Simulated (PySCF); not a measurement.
**Static response to an electric field**

Species: C4H12GeO.
Atom-mapped SMILES: `[CH3:1][CH2:2][CH2:3][GeH2:4][O:5][CH3:6]` (hydrogens: H7, H8, H9 on C1; H10, H11 on C2; H12, H13 on C3; H14, H15 on Ge4; H16, H17, H18 on C6)

Structure used (PBE0-D3(BJ)/def2-SVP), in Å, numbered top down from 1:
```
atom  x, y, z in Å
C1    -2.0686    1.0686    0.5095
C2    -1.7899   -0.0278   -0.5072
C3    -0.8796   -1.1393    0.0134
Ge4    0.9470   -0.5662    0.3761
O5     1.3788    0.4016   -1.0643
C6     2.6125    1.0461   -1.1549
H7    -2.7505    1.8292    0.1004
H8    -2.5316    0.6619    1.4235
H9    -1.1447    1.5883    0.8106
H10   -1.3331    0.4140   -1.4079
H11   -2.7456   -0.4741   -0.8325
H12   -1.2882   -1.5870    0.9362
H13   -0.8042   -1.9561   -0.7225
H14    1.9259   -1.7598    0.4873
H15    1.1097    0.3366    1.6225
H16    3.4664    0.3397   -1.1470
H17    2.6528    1.6028   -2.1055
H18    2.7761    1.7745   -0.3355
```

Level: wB97X-D/def2-SVPD (PySCF), static field, nuclei fixed, core orbitals frozen in the response. The polarisability tensor in these axes (au):

```
x   94.62  0.52 -1.36
y    0.52 81.65 -1.66
z   -1.36 -1.66 77.53
```

Q: Diagonalise the tensor; give its mean and Δα, where Δα² is half the sum of the squared differences of the eigenvalues.

A: Principal values 76.88, 82.16 and 94.77 au; mean 84.60 au = 12.54 Å³ = 13.95 × 10⁻⁴⁰ C²·m²/J; Δα = 15.92 au (19 % of the mean).

Q: What is the dipole moment, and where does it point?

A: (-0.17, -0.34, 0.70) D, 0.80 D in size, pointing from the negative to the positive side. Measured along this direction, the outermost atoms are H17 at the negative end and H12 at the positive end.

Q: Molar refractivity from α?

A: Lorentz–Lorenz: R = (4π/3)N_A α = 2.5225 cm³/(mol·Å³) × 12.54 Å³ = 31.6 cm³/mol, in the limit of long wavelengths.

Q: What are the principal values of the traceless quadrupole moment, Θ = ½Σq(3rr − r²1), about the centre of nuclear charge?

A: -3.10, -1.33, 4.43 D·Å. The values depend on the origin, since the dipole doesn't vanish. The electronic extent ⟨r²⟩ about the same centre is 1103 bohr², a root-mean-square distance of 2.02 Å for the 76 electrons.

Q: In TDDFT the mean static polarisability is Σ f/ω² over all singlet excitations (ω in hartree). How much of it do the 10 lowest give? Their energies (eV) and oscillator strengths: 6.87, 0.0003; 7.65, 0.0493; 7.66, 0.0687; 7.94, 0.0015; 7.99, 0.0017; 8.23, 0.0288; 8.48, 0.0183; 8.56, 0.1612; 8.68, 0.0036; 8.79, 0.0391.

A: They add up to 4.07 au, 4.8 % of the 84.60 au; the largest single term is 1.63 au, from the state at 8.56 eV. Terms in order: 0.00, 0.62, 0.87, 0.02, 0.02, 0.31, 0.19, 1.63, 0.04, 0.37 au. Higher excitations give the rest. The strengths listed sum to 0.372.

Q: Rayleigh depolarisation ratio (linearly polarised light, static tensor)?

A: ρ = 3Δα²/(45ᾱ² + 4Δα²) = 760.0/(322085 + 1013.3) = 0.00235.

Q: Find the Langevin capture rate constant for NH4+ (18.034 u) meeting this molecule (150.010 u), k = 2.342 × 10⁻⁹ cm³/s × √(α in Å³ / reduced mass in u).

A: The reduced mass is 16.10 u, so k = 2.07 × 10⁻⁹ cm³/s. The formula leaves out the permanent dipole, which adds to the capture rate.

The structure is a single PBE0-D3(BJ)/def2-SVP conformer in the gas phase; no vibrational or solvent corrections. The calculation is non-relativistic, for germanium too.

These values come from a run that also computed excited states and ΔSCF ions. Time: 9.4 min wall; peak memory 1.3 GiB. Hardware: one thread, Arm Neoverse N1 (aarch64), on a shared host.
